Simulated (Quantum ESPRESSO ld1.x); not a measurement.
Results of a calculation; reference values are marked as such.
Question: The antimony ion Sb3+, 48 electrons, occupied as [Kr] 4d10 5s2. Code: ld1.x of Quantum ESPRESSO 7.5. Model: Dirac Kohn-Sham, LDA (Slater exchange, Perdew-Zunger correlation), spin-unpolarised, spherical densities, point nucleus; speed of light set to 116.481 atomic units (0.85 times the physical value, a model run). Some entries of the table are withheld. Estimate them.

| orbital | occ. | eigenvalue (eV) | r(max) (bohr) | <r^2> (bohr^2) |
|---|---|---|---|---|
| 1s1/2 | 2 | -30754.255 | 0.018 | 0.001058 |
| 2s1/2 | 2 | -4749.939 | 0.102 | 0.01701 |
| 2p1/2 | 2 | -4445.113 | 0.078 | (1) |
| 2p3/2 | 4 | -4084.516 | 0.084 | (2) |
| 3s1/2 | 2 | -955.888 | (3) | 0.1212 |
| 3p1/2 | 2 | -831.963 | 0.281 | 0.1160 |
| 3p3/2 | 4 | -765.228 | 0.295 | 0.1277 |
| 3d3/2 | 4 | -550.174 | 0.242 | 0.1089 |
| 3d5/2 | 6 | -536.829 | 0.246 | 0.1123 |
| 4s1/2 | 2 | -182.888 | 0.712 | 0.6856 |
| 4p1/2 | 2 | -140.893 | 0.735 | 0.7651 |
| 4p3/2 | 4 | -128.370 | 0.771 | 0.8445 |
| 4d3/2 | 4 | -63.359 | 0.842 | 1.212 |
| 4d5/2 | 6 | -61.613 | 0.856 | 1.254 |
| 5s1/2 | 2 | -40.022 | 1.79 | 4.415 |

Answer: 
(1) 2p1/2 <r^2> (bohr^2): 0.01254
(2) 2p3/2 <r^2> (bohr^2): 0.01434
(3) 3s1/2 r(max) (bohr): 0.295
